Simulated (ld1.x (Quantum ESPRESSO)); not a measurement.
An all-electron radial function and its pseudo partner (iron (Fe))

Columns: radius, all-electron u(r) and pseudo u(r) of the 3d shell (level -43.18 eV) of iron in the configuration [Ar] 3d5 4s0 4p0; PBEsol, scalar-relativistic, PAW scheme, ld1.x (Quantum ESPRESSO) 7.5.

```json
{"r (bohr)": "0.130", "all-electron": "0.1339", "pseudo": "0.0155"}
{"r (bohr)": "0.260", "all-electron": "0.4626", "pseudo": "0.1106"}
{"r (bohr)": "0.390", "all-electron": "0.7487", "pseudo": "0.3097"}
{"r (bohr)": "0.520", "all-electron": "0.9185", "pseudo": "0.5647"}
{"r (bohr)": "0.650", "all-electron": "0.9829", "pseudo": "0.7875"}
{"r (bohr)": "0.780", "all-electron": "0.9749", "pseudo": "0.9082"}
{"r (bohr)": "0.910", "all-electron": "0.9246", "pseudo": "0.9158"}
{"r (bohr)": "1.040", "all-electron": "0.8527", "pseudo": "0.8533"}
{"r (bohr)": "1.170", "all-electron": "0.7718", "pseudo": "0.7718"}
{"r (bohr)": "1.300", "all-electron": "0.6894", "pseudo": "0.6894"}
{"r (bohr)": "1.430", "all-electron": "0.6097", "pseudo": "0.6097"}
{"r (bohr)": "1.560", "all-electron": "0.5349", "pseudo": "0.5349"}
{"r (bohr)": "1.690", "all-electron": "0.4662", "pseudo": "0.4662"}
{"r (bohr)": "1.820", "all-electron": "0.4042", "pseudo": "0.4042"}
{"r (bohr)": "1.950", "all-electron": "0.3489", "pseudo": "0.3489"}
{"r (bohr)": "2.080", "all-electron": "0.2999", "pseudo": "0.2999"}
{"r (bohr)": "2.210", "all-electron": "0.2570", "pseudo": "0.2570"}
{"r (bohr)": "2.340", "all-electron": "0.2195", "pseudo": "0.2195"}
{"r (bohr)": "2.470", "all-electron": "0.1869", "pseudo": "0.1869"}
{"r (bohr)": "2.600", "all-electron": "0.1587", "pseudo": "0.1587"}
{"r (bohr)": "2.730", "all-electron": "0.1345", "pseudo": "0.1345"}
{"r (bohr)": "2.860", "all-electron": "0.1137", "pseudo": "0.1137"}
{"r (bohr)": "2.990", "all-electron": "0.0958", "pseudo": "0.0958"}
{"r (bohr)": "3.120", "all-electron": "0.0806", "pseudo": "0.0806"}
{"r (bohr)": "3.250", "all-electron": "0.0676", "pseudo": "0.0676"}
{"r (bohr)": "3.380", "all-electron": "0.0566", "pseudo": "0.0566"}
```

(1) How many radial nodes do the two functions have?

(2) At about which radius was the pseudo-wave matched?

(3) Is the pseudo-wave norm-conserving?

## Answers

(1) The all-electron 3d function has n − l − 1 = 0; the pseudo-wave has 0.

(2) 1.15 bohr, where the columns begin to agree (steps of 0.13 bohr).

(3) No, it belongs to a PAW set: the norm inside the radius is not constrained, and the difference is carried by the augmentation charge.
